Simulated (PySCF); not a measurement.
A GIAO shielding run with PySCF (density fitting, non-relativistic, gas phase) on SMILES COC[C@@H]1OCCC[SiH2]1, C6H14O2Si:

```
$ OMP_NUM_THREADS=1 python probes_run.py task.json out

{"job": {"kind": "nmr", "xc": "PBE0", "basis": "pcSseg-1"}, "charge": 0, "multiplicity": 1}
C      2.607663     1.167238     0.526063
O      1.375046     0.518362     0.367187
C      1.478433    -0.878681     0.192918
C      0.068967    -1.457301     0.276938
O     -0.553512    -1.579970    -0.994202
C     -0.872024    -0.363904    -1.635076
C     -2.072333     0.359482    -1.022754
C     -1.717382     0.975104     0.329290
Si    -0.992546    -0.373536     1.450854
H      3.230255     1.062077    -0.371100
H      3.159811     0.764672     1.384259
H      2.392280     2.220736     0.694511
H      1.953394    -1.115197    -0.771518
H      2.095471    -1.306146     0.996665
H      0.139250    -2.492355     0.620291
H     -1.096296    -0.651019    -2.667198
H     -0.006401     0.309731    -1.637235
H     -2.886199    -0.359264    -0.904214
H     -2.402505     1.134269    -1.719967
H     -0.990782     1.773210     0.176295
H     -2.605280     1.426139     0.773504
H     -0.223734     0.128462     2.587148
H     -2.086329    -1.235124     1.930574
```

Hardware: 1 thread of an Arm Neoverse N1, shared host. The job also computes population analyses, field gradients, ring-centre shieldings.

Question: How large is the calculation?

Answer: 80 electrons, 230 basis functions and 1213 auxiliary functions.

Question: How long does it take, and how much memory does it need?

Answer: 93 s of wall time, with 14 SCF cycles and 4 response iterations; peak memory 1.1 GiB. Times on a shared host scatter by some tens of per cent.
